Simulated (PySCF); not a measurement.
Radial density of Os⁺ (osmium, charge +1)

PW91, [Xe] 4f14 5d7, high-spin 4F determinant (an excited configuration). Computed with PySCF 2.14 in x2c-TZVPPall with one added diffuse shell each of s, p, d, f type (12s8p8d4f1g, 113 functions), with the spin-free X2C one-electron Hamiltonian (Gaussian nucleus).

```
r (bohr)  4πr²ρ (e/bohr)  4πr²(ρα − ρβ)
  0.0137           104.8        -0.0009
  0.0230           91.77        -0.0007
  0.0387           121.8         0.0101
  0.0651           134.2         0.0808
   0.109           111.0         0.1740
   0.184           116.5         0.0008
   0.310           69.91         0.2500
   0.521           63.50         0.0598
   0.876           21.05         0.7926
    1.47           9.322         1.9904
    2.48           1.845         0.6995
    4.17          0.1719         0.0589
    7.02        0.001426         0.0001
```

Densities and radii are taken from the X2C orbitals without a picture-change correction, which distorts them close to the nucleus.

Spin-orbit coupling, absent here, splits the open shell strongly.
